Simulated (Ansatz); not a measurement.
C3H9AlO (`CC[CH](O)[AlH2]`), charge 0, multiplicity 1.

(1) Give a relaxed structure at PBE0-D4/def2-TZVP (the Gaussian-basis code of Ansatz). (Best estimate.)

Answers

(1) The calculation gave: 
Z-matrix (Å, degrees):
```
C
C 1 1.522
H 1 1.094 2 111.7
H 1 1.092 2 111.4 3 -119.2
H 1 1.094 2 111.0 3 120.7
C 2 1.528 1 113.7 3 -63.1
H 2 1.097 1 109.0 3 59.6
H 2 1.097 1 109.2 3 175.7
Al 6 1.981 2 112.9 1 -176.4
O 6 1.427 2 112.6 1 61.1
H 6 1.107 2 106.9 1 -59.1
H 9 1.592 6 117.2 2 58.1
H 9 1.585 6 122.4 2 -121.6
H 10 0.962 6 108.8 2 -60.9
```
This is one stationary point; other conformers may exist.
